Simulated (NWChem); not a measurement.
System: C$_{2}$H$_{4}$BF$_{2}$N; SMILES C/N=C/B(F)F

```xyz
10

C      0.1139     2.6893    -0.0004
N     -0.3653     1.3218    -0.0015
C      0.4950     0.3758     0.0022
B      0.0084    -1.1138     0.0004
F      0.8992    -2.0988    -0.0012
F     -1.2708    -1.4402     0.0004
H     -0.2974     3.2036     0.8768
H     -0.2897     3.2023    -0.8820
H      1.2124     2.7829     0.0043
H      1.5799     0.5879     0.0063
```
Atoms are numbered in this order, from 1.

All runs: NWChem. Medium grid unless said otherwise, to which SCAN and Minnesota functionals are sensitive. Geometry: optimised at B3LYP/6-31G* (spherical d). Hybrids' shares of exact exchange are those that their runs print; pure functionals count as 0. The functionals differ in more than this share.

| row | share of exact exchange | highest occupied level (eV) |
|---|---|---|
| PBE/def2-SVP | 0.00 | -5.92 |
| BLYP/def2-SVP | 0.00 | -5.80 |
| B3LYP/def2-SVP | 0.20 | -7.26 |
| PBE0/def2-SVP | 0.25 | -7.54 |
| PW6B95/def2-SVP | 0.28 | -7.67 |
| M06-2X/def2-SVP | 0.54 | withheld |

Question: Fit a straight line of the last column on the one before it, predict the withheld value, and compare with the run.

Answer: 
1. Means of the 5 shown rows: x = 0.146, y = -6.838. Slope Σ(x − x̄)(y − ȳ)/Σ(x − x̄)² = -0.4929/0.07432 = -6.632; intercept -5.870.
2. The shown rows scatter about the line by 0.054 (root mean square); the largest residual is +0.07, at BLYP/def2-SVP.
3. At x = 0.54 (M06-2X/def2-SVP; beyond the shown range) the line gives -9.45.
4. The run gives -8.97, +0.48 from the line, 8.8 times the scatter.
